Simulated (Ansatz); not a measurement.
AlF₂H₃O₄Si, relaxed with RKS PBE-D4/def2-SVP in the Gaussian-basis code of Ansatz from a rough embedded geometry. The force threshold is 0.03 eV/Å; the program also tests the step.

Total charge 0; spin multiplicity 1. The bonds changed during the relaxation, so this is another structure than the one it started from.

Start:

```xyz
11

O    -0.486   -0.220   -1.746
Si    0.531    0.238   -0.412
O     2.118    0.339   -0.983
O     0.124    1.791    0.133
O     0.493   -0.899    0.876
Al   -1.239   -1.003    1.486
F    -1.767    0.121    2.769
F    -2.370   -2.143    0.723
H    -0.173   -1.187   -1.978
H     2.095    0.992   -1.752
H     0.674    1.971    0.883
```

Q: By how much does the energy fall, and how many steps does the optimiser take? (Estimate.)

A: Ansatz gave: 41.76 kcal/mol, in 37 steps, 5 of them rejected.

Q: Which bonds change most? (Best estimate.)

A: The calculation gave: O1–Al6 from 3.410 to 1.958 Å; Si2–Al6 from 2.877 to 2.611 Å; Al6–F7 from 1.786 to 1.674 Å; Al6–F8 from 1.778 to 1.674 Å.

Q: Give the relaxed structure. (Estimate.)

A: The calculation gave: 
```xyz
11

O    -0.913   -0.233   -0.682
Si    0.659    0.427   -0.201
O     1.716   -0.243   -1.274
O     0.760    2.069   -0.352
O     0.486   -0.166    1.309
Al   -1.068   -1.040    1.095
F    -2.393   -0.395    1.889
F    -1.035   -2.703    0.898
H    -1.089   -0.594   -1.571
H     2.479    0.310   -1.514
H     0.399    2.568    0.403
```
